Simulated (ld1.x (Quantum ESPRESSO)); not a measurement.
**lead (Pb): one change to an ultrasoft potential, before and after**

- Element: lead
- Generator: ld1.x (Quantum ESPRESSO) 7.5
- Type: ultrasoft
- Functional: revPBE
- Relativity: scalar-relativistic
- Frozen core: [Xe] 4f14
- Valence charge: 14
- Reference configuration: 5d10 6s2 6p2
- Partial waves: 6s (bound): rcut 1.65, rcutus 2.15 bohr; 6s channel at -0.55 Ry: rcut 1.65, rcutus 2.15 bohr; 6p (bound): rcut 2.00, rcutus 2.40 bohr; 6p channel at 2.9 Ry: rcut 2.00, rcutus 2.40 bohr; 5d (bound): rcut 1.10, rcutus 1.35 bohr; 5d channel at 0.25 Ry: rcut 1.10, rcutus 1.35 bohr
- Local potential: all-electron potential smoothed inside 2.10 bohr (lloc = -1)
- Core correction: a·sin(br)/r model core inside 0.70 bohr
- Augmentation charge: built from norm-conserving waves at rcut, not smoothed further

All-electron outer shells of the reference configuration (revPBE, scalar-relativistic, ld1.x):

```json
{"shell": "4f", "level (eV)": "-132.83", "outermost node (bohr)": "–", "outermost maximum (bohr)": "0.35"}
{"shell": "5p", "level (eV)": "-85.80", "outermost node (bohr)": "0.49", "outermost maximum (bohr)": "0.89"}
{"shell": "5d", "level (eV)": "-21.15", "outermost node (bohr)": "0.52", "outermost maximum (bohr)": "1.07"}
{"shell": "6s", "level (eV)": "-11.97", "outermost node (bohr)": "1.01", "outermost maximum (bohr)": "1.98"}
{"shell": "6p", "level (eV)": "-3.43", "outermost node (bohr)": "1.18", "outermost maximum (bohr)": "2.67"}
```

Change: wave 6s channel at -0.55 Ry: rcut 1.65, rcutus 2.15 bohr becomes 6s channel at 2.73 Ry: rcut 1.65, rcutus 2.15 bohr.

Cutoffs: the cutoffs (Ry, on a coarse ladder) from which the occupation-weighted sum of valence levels, in a spherical-Bessel basis at the reference potential, stays within 10 and 1 mRy of its value at 400 Ry; they do not see the model core or the augmentation charge, which bear on the density cutoff. Errors are all-electron minus pseudo energies relative to the spin-unpolarised reference configuration.

Task: What does the change do?

Result: The potential gets neither clearly harder nor softer (60 Ry and 110 Ry → 60 Ry and 110 Ry); the errors of the 7 common tests hardly move; the range in which the s phases agree widens (upper end 2.3 → 4.6); neither file shows a bound ghost.

| quantity | base | changed |
| --- | --- | --- |
| cutoff, loose | 60 Ry | 60 Ry |
| cutoff, tight | 110 Ry | 110 Ry |
| bound ghosts | none | none |
| error for 5d10 6s2 6p1, meV [ΔE 6.49 eV] | -3.8 | -3.8 |
| error for 5d10 6s2 6p0, meV [ΔE 19.81 eV] | -17 | -17 |
| error for 5d10 6s1 6p0, meV [ΔE 52.08 eV] | -46 | -46 |
| error for 5d9 6s2 6p2, meV [ΔE 27.13 eV] | -102 | -102 |
| error for 5d10 6s1 6p3, meV [ΔE 8.73 eV] | -4.3 | -4.3 |
| error for 5d10 6s1 6p2, meV [ΔE 16.02 eV] | -6.5 | -6.4 |
| error for 5d9 6s2 6p3, meV [ΔE 19.36 eV] | -124 | -124 |
| s: phases at 2.58 bohr within 0.05 rad from the reference energy up to (Ry; the scan ends near 5) | 2.3 | 4.6 |
| p: phases at 2.58 bohr within 0.05 rad from the reference energy up to (Ry; the scan ends near 5) | to the end of the scan | to the end of the scan |
| d: phases at 2.58 bohr within 0.05 rad from the reference energy up to (Ry; the scan ends near 5) | to the end of the scan | to the end of the scan |
| lowest overlap eigenvalue by channel | s 0.33, p 0.41, d 0.91 | s 0.49, p 0.41, d 0.91 |
